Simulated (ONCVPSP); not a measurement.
## Which change was made? (Re, ONCV)

| Property | Result |
| --- | --- |
| Element | Re (Z = 75) |
| Generator | ONCVPSP 4.0.1 |
| Type | optimised norm-conserving Vanderbilt (ONCV) |
| Functional | PBE |
| Relativity | scalar-relativistic |
| Frozen core | [Xe] 4f14 |
| Valence charge | 7 |
| Reference configuration | 5d5.5 6s1.5 |
| Partial waves | 6s: rc 2.80 bohr, ncon 4, nbas 9, qcut 2.4 1/bohr, 1 projector; p scattering state at 0.37 Ha: rc 2.60 bohr, ncon 4, nbas 8, qcut 3.8 1/bohr, 2 projectors, debl 1.9 Ha; 5d: rc 2.30 bohr, ncon 5, nbas 10, qcut 6.7 1/bohr, 2 projectors, debl 1.4 Ha |
| Local potential | polynomial inside 1.95 bohr (lpopt 5, dvloc0 2 Ha) |
| Core correction | Teter function, fcfact 5.5, rcfact 1.3 |

In the p channel the program set the typed energies aside and used 0.050, 1.950 Ha.

Cutoffs, loose and tight: the cutoffs (Ha) at which the residual kinetic energy of the hardest occupied pseudo-wave falls to 1 and 0.1 mHa per electron. They do not see the model core or the augmentation charge, which bear on the density cutoff. Test errors are all-electron minus pseudo excitation energies from the reference, over the configurations 5d5 6s2; 5d5 6s1; 5d5 6s0; 5d6 6s1; variants that change the core or the reference have their own tests.

The base gives: outcome: generated, projector energies reset by the program; cutoff, loose: 15 Ha; cutoff, tight: 25 Ha; bound ghosts: p; GHOST(+) flags above zero: s; largest test error (meV): -44.

Q: After one change the result is: outcome: generated, projector energies reset by the program; cutoff, loose: 15 Ha; cutoff, tight: 25 Ha; bound ghosts: p; GHOST(+) flags above zero: s; largest test error (meV): -438. Which change was it?
A. core correction Teter function, fcfact 6.7, rcfact 1.3
B. s: qcut 2; p: qcut 3.1; d: qcut 5.4
C. core correction Teter function, fcfact 5.5, rcfact 1.68

A: C. The others give: s: qcut 2; p: qcut 3.1; d: qcut 5.4 → outcome: generated, projector energies reset by the program; cutoff, loose: 13 Ha; cutoff, tight: 28 Ha; bound ghosts: s; GHOST(+) flags above zero: p; largest test error (meV): -51 | core correction Teter function, fcfact 6.7, rcfact 1.3 → outcome: generated, projector energies reset by the program; cutoff, loose: 15 Ha; cutoff, tight: 25 Ha; bound ghosts: p; GHOST(+) flags above zero: s; largest test error (meV): -63.
